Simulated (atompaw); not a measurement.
**Before and after: PAW (atompaw) potential for Gd (Z = 64)**

```
Element                 : Gd
Generator               : atompaw 4.2.0.5
Type                    : PAW
Functional              : PBE
Relativity              : scalar-relativistic
Frozen core             : [Xe]
Valence charge          : 10
Reference configuration : 4f7 5d1 6s2 6p0
Partial waves           : 6s (bound): rc 3.00 bohr; 6s channel at 0.3 Ry: rc 3.00 bohr; 6p (bound, empty): rc 3.00 bohr; 6p channel at 0.35 Ry: rc 3.00 bohr; 5d (bound): rc 3.00 bohr; 5d channel at 2.05 Ry: rc 3.00 bohr; 4f (bound): rc 1.55 bohr; 4f channel at 0.65 Ry: rc 1.55 bohr
Local potential         : troulliermartins scheme with l = 4 at -0.5 Ry, radius 2.80 bohr
Core correction         : smooth core density matched at 1.80 bohr
Augmentation charge     : sinc compensation charge, radius 2.40 bohr; PAW radius 3.00 bohr; waves and projectors: custom polynom2 7 10 vanderbiltortho
```

Change: wave 5d (bound): rc 3.00 bohr becomes 5d (bound): rc 2.54 bohr.

Cutoffs: the cutoffs (Ry, on a coarse ladder) from which the occupation-weighted sum of valence levels, in a spherical-Bessel basis at the reference potential, stays within 10 and 1 mRy of its value at 400 Ry; they do not see the model core or the augmentation charge, which bear on the density cutoff.

Question: What does the change do?

Answer: Both files keep a bound ghost (p, s); the range in which the d phases agree narrows (upper end at the end of the scan → 2.4).

```csv
quantity,base,changed
"cutoff, loose",300 Ry,300 Ry
"cutoff, tight",over 300 Ry,over 300 Ry
loose cutoff by channel (10 mRy a level),"s 6 Ry, d 10 Ry, f 160 Ry","s 6 Ry, d 15 Ry, f 160 Ry"
bound ghosts,"p, s","p, s"
s: phases at 3.00 bohr within 0.05 rad from the reference energy up to (Ry; the scan ends near 5),3.5,3.5
p: phases at 3.00 bohr within 0.05 rad from the reference energy up to (Ry; the scan ends near 5),to the end of the scan,to the end of the scan
d: phases at 3.00 bohr within 0.05 rad from the reference energy up to (Ry; the scan ends near 5),to the end of the scan,2.4
f: phases at 3.00 bohr within 0.05 rad from the reference energy up to (Ry; the scan ends near 5),4.2,4.2
lowest overlap eigenvalue by channel,"s 0.40, p 0.76, d 0.86, f 1.00","s 0.40, p 0.76, d 0.72, f 1.00"
```

 A true bound ghost makes a file unfit for plane-wave use even where its test errors are small: the radial tests pick states by their node count and pass the ghost by. The cutoffs see the waves, projectors and local potential, not the compensation charge or the core.
